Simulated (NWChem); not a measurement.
ZnHF; SMILES [F][ZnH]

```xyz
3

Zn     0.0000     0.0000    -0.3422
H      0.0000     0.0000    -1.8548
F      0.0000     0.0000     1.4006
```
Atoms are numbered in this order, from 1.

Structure relaxed at the PBE0/def2-SVP level.

### Question
List the 6 lowest vertical singlet excitations from BHandHLYP/def2-SVP, TDA (NWChem).

### Answer
```tsv
state	energy (eV)	oscillator strength	leading excitation (squared amplitude)
S1	8.33	0.014	HOMO−1 → LUMO (0.94)
S2	8.33	0.014	HOMO−2 → LUMO (0.94)
S3	9.13	0.296	HOMO → LUMO (0.76)
S4	9.48	0.066	HOMO−3 → LUMO (0.72)
S5	9.90	0.124	HOMO → LUMO+1 (0.86)
S6	9.90	0.124	HOMO → LUMO+2 (0.86)
```
